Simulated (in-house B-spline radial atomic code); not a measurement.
A radial electron density 4πr²n(r) was computed for an atom or ion in its tabulated ground configuration with a B-spline radial code for spherical atoms; method: Dirac-Hartree-Fock, average of configuration. Columns: r (bohr), 4πr²n(r) (electrons per bohr), bar.

```
0.000963     2.44 #
 0.00114    3.251 ##
 0.00135    4.318 ##
  0.0016    5.717 ###
 0.00189    7.489 ###
 0.00224    9.803 #####
 0.00265     12.7 ######
 0.00313    16.28 ########
  0.0037    20.68 ##########
 0.00438    26.02 ############
 0.00519     32.3 ###############
 0.00614    39.37 ##################
 0.00726    47.04 ######################
 0.00859    54.98 ##########################
  0.0102    62.73 #############################
   0.012    69.03 ################################
  0.0142    73.71 ##################################
  0.0169    75.87 ###################################
  0.0199    75.19 ###################################
  0.0236    72.22 ##################################
  0.0279    68.47 ################################
   0.033    66.05 ###############################
  0.0391    67.19 ###############################
  0.0463    73.03 ##################################
  0.0548    82.32 ######################################
  0.0648    91.22 ##########################################
  0.0767    94.83 ############################################
  0.0907    89.91 ##########################################
   0.107    78.11 ####################################
   0.127     65.1 ##############################
    0.15    59.01 ###########################
   0.178    61.64 #############################
   0.211    66.93 ###############################
   0.249     65.3 ##############################
   0.295    52.42 ########################
   0.349     33.1 ###############
   0.413    15.81 #######
   0.489    5.472 ###
   0.578     1.33 #
   0.684   0.2098 
   0.809  0.02037 
   0.958 0.001091
```

Which atom or ion is it?
A. Ce32+
B. La32+
C. Cs32+
D. Ba32+

B. The area under the curve, ∫4πr²n dr = ∫r·4πr²n d(ln r) on this logarithmic grid, is 25 electrons, which only this option has. The configuration is [Ar] 3d7.
